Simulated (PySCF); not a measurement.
Computed with PBE-D3(BJ)/def2-TZVP // PBE0-D3(BJ)/def2-SVP run with PySCF 2.14.0. Isolated molecules, 0 K electronic values unless said otherwise. Delta-SCF ions had no search for a lower state. Excitations are Tamm–Dancoff values on a coarser integration grid. The basis has no diffuse functions, so Rydberg states are missing or too high.

Reference species (SMILES): `[SiH3]c1ccc2cccc-2cc1` (neutral, multiplicity 1).

```json
{
  "vertical ionisation energy (Delta-SCF)": "7.39 eV",
  "HOMO": "-5.05 eV",
  "dipole_moment": "0.13 D",
  "T1 excitation (TDA)": "1.83 eV"
}
```

Changed species: `[SiH3]c1cc2cccccc-2c1`.

Task: Give the shifts of the vertical ionisation energy (Delta-SCF), HOMO, dipole moment and T1 excitation (TDA).

Result: the vertical ionisation energy (Delta-SCF) hardly moves; the HOMO hardly moves; the dipole moment increases by 2.02 D, to 2.15 D; the T1 excitation (TDA) increases by 0.02 eV, to 1.85 eV.
